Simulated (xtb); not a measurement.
Input file for xtb: GFN2-xTB on BH5N2 (SMILES NBN), a point of a torsion scan.

```
$ xtb mol.xyz --gfn 2 --opt vtight --chrg 0 --uhf 0 --input xcontrol
8

N      1.12879018    -0.41262342     0.34344728
B      0.01947428     0.59533029     0.17441678
N      0.23651579     1.96790021     0.80923314
H      1.18586909    -1.08371931    -0.45579216
H      2.03186189    -0.00701189     0.63060367
H     -1.07635584     0.34781691    -0.16076123
H      0.70401843     1.89305160     1.73385082
H      0.68880876     2.62778366     0.15079344
$constrain
  force constant=1.0
  dihedral: 4,1,2,3,210.0
$end
```

Program output:

```
[...]
           -------------------------------------------------
          |                Calculation Setup                |
           -------------------------------------------------



           -------------------------------------------------
          |                 G F N 2 - x T B                 |
           -------------------------------------------------

        Reference                      10.1021/acs.jctc.8b01176
      * Hamiltonian:
        H0-scaling (s, p, d)           1.850000    2.230000    2.230000
        zeta-weighting                 0.500000
      * Dispersion:
        s8                             2.700000
        a1                             0.520000
        a2                             5.000000
        s9                             5.000000
      * Repulsion:
        kExp                           1.500000    1.000000
        rExp                           1.000000
      * Coulomb:
        alpha                          2.000000
        third order                    shell-resolved
        anisotropic                    true
        a3                             3.000000
        a5                             4.000000
        cn-shift                       1.200000
        cn-exp                         4.000000
        max-rad                        5.000000


          ...................................................
          :                      SETUP                      :
          :.................................................:
          :  # basis functions                  17          :
          :  # atomic orbitals                  17          :
          :  # shells                           11          :
          :  # electrons                        18          :
          :  max. iterations                   250          :
          :  Hamiltonian                  GFN2-xTB          :
          :  restarted?                      false          :
          :  GBSA solvation                  false          :
          :  PC potential                    false          :
          :  electronic temp.          300.0000000     K    :
          :  accuracy                    1.0000000          :
          :  -> integral cutoff          0.2500000E+02      :
          :  -> integral neglect         0.1000000E-07      :
          :  -> SCF convergence          0.1000000E-05 Eh   :
          :  -> wf. convergence          0.1000000E-03 e    :
          :  Broyden damping             0.4000000          :
          :  net charge                          0          :
          :  unpaired electrons                  0          :
          ...................................................

 iter      E             dE          RMSdq      gap      omega  full diag
   1     -9.6119719 -0.961197E+01  0.776E+00    5.21       0.0  T
   2     -9.6849657 -0.729939E-01  0.523E+00    2.98       1.0  T
   3     -9.6741513  0.108144E-01  0.278E+00    4.69       1.0  T
   4     -9.7114829 -0.373316E-01  0.821E-01    3.78       1.0  T
   5     -9.7122911 -0.808196E-03  0.352E-01    4.08       1.0  T
   6     -9.7128955 -0.604429E-03  0.137E-01    3.85       1.0  T
   7     -9.7130262 -0.130747E-03  0.293E-02    3.89       1.2  T
   8     -9.7130289 -0.268207E-05  0.500E-03    3.90       7.1  T
   9     -9.7130289  0.152145E-07  0.249E-03    3.90      14.2  T
  10     -9.7130290 -0.600550E-07  0.401E-04    3.90      88.3  T
  11     -9.7130290 -0.710298E-09  0.667E-05    3.90     529.7  T

   *** convergence criteria satisfied after 11 iterations ***

         #    Occupation            Energy/Eh            Energy/eV
      -------------------------------------------------------------
         1        2.0000           -0.5855662             -15.9341
       ...           ...                  ...                  ...
         3        2.0000           -0.5130598             -13.9611
         4        2.0000           -0.4996533             -13.5963
         5        2.0000           -0.4885472             -13.2940
         6        2.0000           -0.4591322             -12.4936
         7        2.0000           -0.4224475             -11.4954
         8        2.0000           -0.4013189             -10.9204
         9        2.0000           -0.3481921              -9.4748 (HOMO)
        10                         -0.2048496              -5.5742 (LUMO)
        11                          0.0146298               0.3981
        12                          0.0507106               1.3799
        13                          0.1557037               4.2369
        14                          0.2001949               5.4476
       ...                                ...                  ...
        17                          0.4088068              11.1242
      -------------------------------------------------------------
                  HL-Gap            0.1433425 Eh            3.9005 eV
             Fermi-level           -0.2765209 Eh           -7.5245 eV

 SCC (total)  
[...]
12                          0.1095132               2.9800
        13                          0.1882584               5.1228
        14                          0.2493729               6.7858
       ...                                ...                  ...
        17                          0.5340071              14.5311
      -------------------------------------------------------------
                  HL-Gap            0.2372519 Eh            6.4560 eV
             Fermi-level           -0.2422135 Eh           -6.5910 eV

 SCC (total)                   0 d,  0 h,  0 min,  0.001 sec
 SCC setup                      ...        0 min,  0.000 sec (  3.881%)
 Dispersion                     ...        0 min,  0.000 sec (  1.486%)
 classical contributions        ...        0 min,  0.000 sec (  0.592%)
 integral evaluation            ...        0 min,  0.000 sec ( 20.662%)
 iterations                     ...        0 min,  0.000 sec ( 19.367%)
 molecular gradient             ...        0 min,  0.001 sec ( 48.022%)
 printout                       ...        0 min,  0.000 sec (  5.505%)

         :::::::::::::::::::::::::::::::::::::::::::::::::::::
         ::                     SUMMARY                     ::
         :::::::::::::::::::::::::::::::::::::::::::::::::::::
         :: total energy              -9.666515122230 Eh    ::
         :: gradient norm              0.000041730255 Eh/a0 ::
         :: HOMO-LUMO gap              6.455954058657 eV    ::
         ::.................................................::
         :: SCC energy                -9.796304649639 Eh    ::
         :: -> isotropic ES            0.045475867547 Eh    ::
         :: -> anisotropic ES          0.007581558229 Eh    ::
         :: -> anisotropic XC          0.003819889859 Eh    ::
         :: -> dispersion             -0.002512972352 Eh    ::
         :: repulsion energy           0.129757100634 Eh    ::
         :: add. restraining           0.000032426776 Eh    ::
         :: total charge               0.000000000000 e     ::
         :::::::::::::::::::::::::::::::::::::::::::::::::::::

           -------------------------------------------------
          |                Property Printout                |
           -------------------------------------------------

    * Orbital Energies and Occupations

         #    Occupation            Energy/Eh            Energy/eV
      -------------------------------------------------------------
         1        2.0000           -0.5785905             -15.7442
         2        2.0000           -0.5740809             -15.6215
         3        2.0000           -0.5117062             -13.9242
         4        2.0000           -0.5032851             -13.6951
         5        2.0000           -0.4928758             -13.4118
         6        2.0000           -0.4513267             -12.2812
         7        2.0000           -0.4045711             -11.0089
         8        2.0000           -0.4019421             -10.9374
         9        2.0000           -0.3608395              -9.8189 (HOMO)
        10                         -0.1235875              -3.3630 (LUMO)
        11                          0.0575950               1.5672
        12                          0.1095132               2.9800
        13                          0.1882584               5.1228
        14                          0.2493729               6.7858
        15                          0.4096915              11.1483
        16                          0.5063423              13.7783
        17                          0.5340071              14.5311
      -------------------------------------------------------------
                  HL-Gap            0.2372519 Eh            6.4560 eV
             Fermi-level           -0.2422135 Eh           -6.5910 eV

     #   Z          covCN         q      C6AA      α(0)
     1   7 N        2.562    -0.364    29.404     8.053
     2   5 B        2.618     0.269    17.799     7.140
     3   7 N        2.562    -0.355    29.165     8.020
     4   1 H        0.861     0.145     1.433     1.875
     5   1 H        0.860     0.140     1.474     1.902
     6   1 H        0.938    -0.124     6.498     3.985
     7   1 H        0.860     0.143     1.449     1.886
     8   1 H        0.861     0.146     1.431     1.874

 Mol. C6AA /au·bohr⁶  :        499.396420
 Mol. C8AA /au·bohr⁸  :      10563.336497
 Mol. α(0) /au        :         34.734911


Wiberg/Mayer (AO) data.
largest (>0.10) Wiberg bond orders for each atom

 ---------------------------------------------------------------------------
     #   Z sym  total        # sym  WBO       # sym  WBO       # sym  WBO
 ---------------------------------------------------------------------------
     1   7 N    3.252 --     2 B    1.249     5 H    0.965     4 H    0.964
     2   5 B    3.495 --     3 N    1.281     1 N    1.249     6 H    0.953
     3   7 N    3.285 --     2 B    1.281     8 H    0.967     7 H    0.964
     4   1 H    0.979 --     1 N    0.964
     5   1 H    0.981 --     1 N    0.965
     6   1 H    0.985 --     2 B    0.953
     7   1 H    0.980 --     3 N    0.964
     8   1 H    0.979 --     3 N    0.967
 ---------------------------------------------------------------------------

Topologies differ in total number of bonds
Writing topology from bond orders to xtbtopo.mol

molecular dipole:
                 x           y           z       tot (Debye)
 q only:        0.351       0.133       0.147
   full:        0.584       0.227       0.227       1.694
molecular quadrupole (traceless):
                xx          xy          yy          xz          yz          zz
 q only:       -0.007      -0.175       1.109       0.472       1.680      -1.102
  q+dip:        0.768      -0.332       1.387       1.566       3.300      -2.155
   full:        0.509      -0.371       1.305       1.058       3.185      -1.814

           -------------------------------------------------
          |                Geometry Summary                 |
           -------------------------------------------------

      molecular mass/u    :       43.8641382
   center of mass at/Å    :        0.5911986       0.7199371       0.4213359
  moments of inertia/u·Å² :        0.9797474E+01   0.5370518E+02   0.6317744E+02
rotational constants/cm⁻¹ :        0.1720610E+01   0.3138921E+00   0.2668299E+00

 * 7 selected distances

     #   Z          #   Z                                           value/Å
     1   7 N        2   5 B                                       1.4092905 (max)
     2   5 B        3   7 N                                       1.4007611
     1   7 N        4   1 H                                       1.0037053
     1   7 N        5   1 H                                       1.0074439
     2   5 B        6   1 H                                       1.1722899
     3   7 N        7   1 H                                       1.0056909
     3   7 N        8   1 H                                       1.0035396 (min)

 * 3 distinct bonds (by element types)

   Z      Z             #   av. dist./Å        max./Å        min./Å
   1 H    5 B           1     1.1722899     1.1722899     1.1722899
   1 H    7 N           4     1.0050949     1.0074439     1.0035396
   5 B    7 N           2     1.4050258     1.4092905     1.4007611


optimized geometry written to: xtbopt.xyz


           -------------------------------------------------
          | TOTAL ENERGY               -9.666515122230 Eh   |
          | GRADIENT NORM               0.000041730255 Eh/α |
          | HOMO-LUMO GAP               6.455954058657 eV   |
           -------------------------------------------------

------------------------------------------------------------------------
------------------------------------------------------------------------
 total:
 SCF:
 ANC optimizer:
Note: The following floating-point exceptions are signalling: IEEE_UNDERFLOW_FLAG IEEE_DENORMAL
normal termination of xtb
```

The run finished.

Warnings raised: the energy holds the restraint's term.

Cost: very roughly 0.06 core-seconds.
